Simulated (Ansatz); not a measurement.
`C=CS[SiH2]C` → `C=CS[SiH3]` + `[CH2]` (triplet) at 298.15 K and 1 bar (formal loss of a carbene).

Calculated with Ansatz (gas phase, PBE0-D4/def2-TZVP geometries, no zero-point term in ΔE). CCSD(T)/CBS is the MP2 limit (def2-TZVPP, def2-QZVPP) plus CCSD(T) − MP2 in def2-TZVPP, frozen cores. This one scheme is used for every species. Triplets are unrestricted, without spin–orbit coupling. One conformer a species, not always the lowest.

| species | CCSD(T)/CBS energy (Eh) | H − E (kJ/mol) | S (J/(mol·K)) |
| --- | --- | --- | --- |
| `C=CS[SiH2]C` | -805.83500 | 280.9 | 372.7 |
| `C=CS[SiH3]` | -766.55636 | 200.2 | 333.8 |
| `[CH2]` (triplet) | -39.09499 | 55.4 | 195.3 |

H − E and S are ideal-gas, rigid-rotor, harmonic terms from PBE0-D4/def2-TZVP, for one conformer and one mirror image of each species, with the whole ground term of open shells counted as degenerate. 1 Eh = 2625.50 kJ/mol, R = 8.31446 J/(mol·K).

**Question.** By hand: ΔE, ΔH, ΔS and ΔG.

**Answer.** ΔE = (-766.55636) + (-39.09499) − (-805.83500) = 0.18365 Eh = 482.2 kJ/mol. Δ(H − E) = 200.2 + 55.4 − 280.9 = -25.3, so ΔH = 456.9 kJ/mol. ΔS = 333.8 + 195.3 − 372.7 = 156.4 J/(mol·K). ΔG = 456.9 − 298.15 × (156.4)/1000 = 410.3 kJ/mol.

**Question.** By hand: the equilibrium constant, and the temperature at which ΔG would vanish if ΔH and ΔS stayed fixed.

**Answer.** log₁₀ K = −ΔG/(RT ln 10) = -71.9. ΔG = 0 at ΔH/ΔS = 2921 K, far beyond where these terms or the molecules hold.

The number of gas molecules changes by +1, which sets the sign of ΔS. A doubt of 5 kJ/mol in ΔE shifts log₁₀ K by 0.9 here. Other conformers and mirror images would add mixing entropy, several J/(mol·K) or more a flexible species. Modes under 60 cm⁻¹, often nearly free rotors, make the harmonic entropy too high. A triplet takes part, so the spin changes. These are equilibria of isolated gas molecules and say nothing of rates. Largest T1 diagnostic: 0.012 (customary marks: 0.02 for closed shells, 0.045 for open ones).
